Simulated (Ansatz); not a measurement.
Molecule: sum formula H3BNO, net charge 0, doublet state. It need not be the lowest isomer of its formula. SMILES: [B](O)N
Structure (B3LYP-D3(BJ)/def2-TZVP (Ansatz, an electronic-structure program) minimum search):
```
B
O 1 1.3520
H 2 0.9694 1 116.63
N 1 1.3958 2 128.37 3 0.00
H 4 1.0044 1 122.29 2 180.00
H 4 1.0128 5 113.56 1 180.00
```
Charge 0, spin multiplicity 2.

Quantity: atomisation energy (electronic, to ground-state atoms), in kJ/mol. Cores are frozen in the correlated levels unless marked. Open shells are spin-unrestricted. No spin-orbit coupling. Non-relativistic. The coupled-cluster limit lacks core correlation, which all-electron functionals hold. CBS marks a two-point X^-3 extrapolation of the correlation energy; Hartree-Fock from the larger set (for Q and 5 zeta extrapolated as (X+1)exp(-9√X)).

| level | program | atomisation energy (kJ/mol) |
|---|---|---|
| B97M-V/def2-TZVPD | Ansatz | 2226.3 |
| B3LYP-D3(BJ)/def2-TZVPD | Ansatz + dftd3 | 2245.5 |

Q: Predict the CCSD(T)/CBS(cc-pVQZ,cc-pV5Z) result (Ansatz).

A: 2217.8 kJ/mol
